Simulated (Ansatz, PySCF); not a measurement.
Caution: the highest occupied level lies above zero, so the state may not be bound. This triplet lies 0.37 eV above the relaxed singlet at the level frozen-core CCSD(T)/aug-cc-pVDZ // PBE0-D3(BJ)/def2-TZVPD (Ansatz, a program for electronic structure); other levels give the other order.

Cartesian coordinates (Å):
SMILES: [NH2][Al-][AlH2]
```xyz
7

N     -1.9302    -0.3893     0.0677
Al    -0.2962    -0.9230    -0.5504
Al     1.8530     0.3092    -0.1066
H     -2.0922     0.4348     0.6284
H     -2.7993    -0.8711    -0.0983
H      2.0080     1.6802     0.7583
H      3.2568    -0.2407    -0.6990
```
Charge -1, spin multiplicity 3.

Q: Estimate the highest occupied spin orbital and total energy that PBE-D3(BJ)/def2-TZVPD // PBE0-D3(BJ)/def2-TZVPD run with PySCF 2.14.0 returns for this input.

A: 
| Property | Result |
|---|---|
| highest occupied spin orbital | 1.03 eV |
| total energy | -541.7278 Ha |
